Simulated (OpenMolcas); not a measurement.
# How methods differ on AlPNH4OF (SMILES [NH2][Al]([F])[PH]O)

The species is AlPNH4OF (9 atoms), meant as a singlet with charge 0. SMILES: `[NH2][Al]([F])[PH]O`. The shape is that of a PBE0-D4/def2-TZVP optimisation. This is one conformer, not always the lowest.

```xyz
9

N     1.4892    1.0046   -0.1858
Al    0.8824   -0.5729    0.2852
F     1.9053   -1.6774    0.9660
P    -1.3227   -1.1961   -0.1584
O    -1.8899    0.3511   -0.4715
H     0.8939    1.7227   -0.5659
H     2.4317    1.3389   -0.0724
H    -1.6432   -1.3102    1.2303
H    -2.6581    0.2930   -1.0446
```

Quantity: the dipole moment, in D. The values are calculated.

| level | kind | program | value (D) | CPU time |
| --- | --- | --- | --- | --- |
| BLYP/def2-SVP | GGA | OpenMolcas | 2.31 | 42 s |
| PBE/def2-SVP | GGA | OpenMolcas | 2.36 | 42 s |
| revPBE/def2-SVP | GGA | OpenMolcas | 2.33 | 42 s |
| M06-L/def2-SVP | meta-GGA | OpenMolcas | 2.20 | 52 s |
| TPSS/def2-SVP | meta-GGA | OpenMolcas | 2.28 | 52 s |
| BHLYP/def2-SVP | global hybrid | OpenMolcas | 2.15 | 36 s |
| M06-2X/def2-SVP | hybrid meta-GGA | OpenMolcas | 2.20 | 47 s |
| PBE0/def2-SVP | global hybrid | OpenMolcas | 2.26 | 36 s |

The values span 2.15 to 2.36 D. Magnitudes only. Times are those of the runs behind each value, whatever else they computed, on shared processors of several kinds: orders of magnitude only.
